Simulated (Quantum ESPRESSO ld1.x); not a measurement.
Radial electron density D(r) = 4 pi r^2 rho(r) of an atom or ion with 7 electrons. All-electron calculation, scalar-relativistic Kohn-Sham, LDA (Slater exchange, VWN5 correlation), spin-polarised, spherical densities, point nucleus. Program: ld1.x of Quantum ESPRESSO 7.5.

r (bohr),D(r) (e/bohr),spin D(r)
0.006802,0.3213,-0.000142
0.008308,0.4646,-0.000199
0.01015,0.6674,-0.000273
0.01239,0.9509,-0.000360
0.01526,1.360,-0.000448
0.01864,1.894,-0.000483
0.02276,2.600,-0.000358
0.0278,3.505,0.000172
0.03396,4.622,0.00162
0.04181,5.989,0.00524
0.05107,7.431,0.0129
0.06238,8.861,0.0284
0.07619,10.07,0.0588
0.09305,10.80,0.116
0.1146,10.80,0.223
0.1399,9.957,0.399
0.1709,8.433,0.681
0.2088,6.655,1.10
0.257,5.179,1.70
0.3139,4.622,2.40
0.3834,4.983,3.11
0.4683,5.815,3.65
0.572,6.376,3.80
0.7043,6.041,3.42
0.8602,4.775,2.62
1.051,3.063,1.65
1.283,1.542,0.834
1.567,0.5847,0.322
1.93,0.1489,0.0850
2.357,0.02648,0.0159
2.879,0.002904,0.00187

What is the nuclear charge?

Answer. Z = 10. The innermost maximum, from 1s, lies near gamma/Z bohr with gamma = sqrt(1 - (Z/c)^2) = 0.997, here 0.0997 bohr (found: 0.103), and its height grows with Z. The density is that of the neon ion Ne3+ in [He] 2s2 2p3; the configuration itself is not fixed sharply by these data. D(r) has 2 maxima, at r = 0.103, 0.595 bohr, and minima at 0.319 bohr, inside which lie 2.21 electrons.
